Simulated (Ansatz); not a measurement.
`ClC(Br)(Br)Br` + HCl → `ClC(Cl)(Br)Br` + HBr at 500 K and 1 bar (substitution at a C–Br bond).

Computed with Ansatz on PBE0-D4/def2-TZVP structures; ΔE is electronic, products minus reactants. CBS: MP2 limit from def2 TZ/QZ plus the TZ coupled-cluster correction, frozen cores. This one scheme is used for every species. For Br outer-core shells are correlated without core-valence functions, which leaves a few kJ/mol of doubt a bond. Scalar relativity is left out up to krypton.

| species | CCSD(T)/CBS energy (Eh) | H − E (kJ/mol) | S (J/(mol·K)) |
| --- | --- | --- | --- |
| `ClC(Br)(Br)Br` | -8217.75196 | 59.0 | 405.3 |
| HCl | -460.38127 | 32.5 | 201.9 |
| `ClC(Cl)(Br)Br` | -6104.21183 | 59.6 | 396.2 |
| HBr | -2573.91920 | 30.5 | 213.7 |

H − E and S are ideal-gas, rigid-rotor, harmonic terms from PBE0-D4/def2-TZVP. 1 Eh = 2625.50 kJ/mol, R = 8.31446 J/(mol·K).

By hand: ΔE, ΔH, ΔS and ΔG.

ΔE = (-6104.21183) + (-2573.91920) − (-8217.75196) − (-460.38127) = 0.00220 Eh = 5.8 kJ/mol. Δ(H − E) = 59.6 + 30.5 − 59.0 − 32.5 = -1.4, so ΔH = 4.4 kJ/mol. ΔS = 396.2 + 213.7 − 405.3 − 201.9 = 2.7 J/(mol·K). ΔG = 4.4 − 500 × (2.7)/1000 = 3.1 kJ/mol.

By hand: the equilibrium constant, and the temperature at which ΔG would vanish if ΔH and ΔS stayed fixed.

log₁₀ K = −ΔG/(RT ln 10) = -0.3. ΔG = 0 at ΔH/ΔS = 1630 K, though so small a ΔH makes that figure unsure.

The number of gas molecules stays the same, so ΔS is small and ΔH decides. The sign of ΔG lies within the doubt. A doubt of 5 kJ/mol in ΔE shifts log₁₀ K by 0.5 here. These are equilibria of isolated gas molecules and say nothing of rates. Largest T1 diagnostic: 0.008 (customary marks: 0.02 for closed shells, 0.045 for open ones).
